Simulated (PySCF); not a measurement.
## Arsenic: a sound run and one with changed settings

Sound run: As [Ar] 3d10 4s2 4p3, As⁺ [Ar] 3d10 4s2 4p2. Computed with PySCF 2.14 in cc-pVTZ-PP with ECP10MDF, with a scalar-relativistic core potential. The sound run starts from symmetry-adapted Hartree-Fock orbitals and uses a fine grid where one is needed.

Changed run: radial step 1.2 in ln r (0.13 in the sound run). This setting is unsound on purpose.

```csv
species,method,sound run (hartree),changed run (hartree),converged
As,UHF,-331.21015,-331.21015,yes
As,LDA,-331.90473,-325.32786,yes
As,M06-2X,-332.57569,-329.57793,yes
As⁺,UHF,-330.86383,-330.86383,yes
As⁺,LDA,-331.53765,-324.83281,yes
As⁺,M06-2X,-332.21740,-329.17071,yes
```

Ionisation energy of As:

```tsv
method	sound run (eV)	changed run (eV)
UHF	9.424	9.424
LDA	9.989	13.471
M06-2X	9.750	11.081
```

A coarse radial grid mis-integrates the density and the exchange-correlation energy, with errors of either sign; Hartree-Fock needs no grid.

For comparison, NIST gives 9.789 eV between the lowest levels.
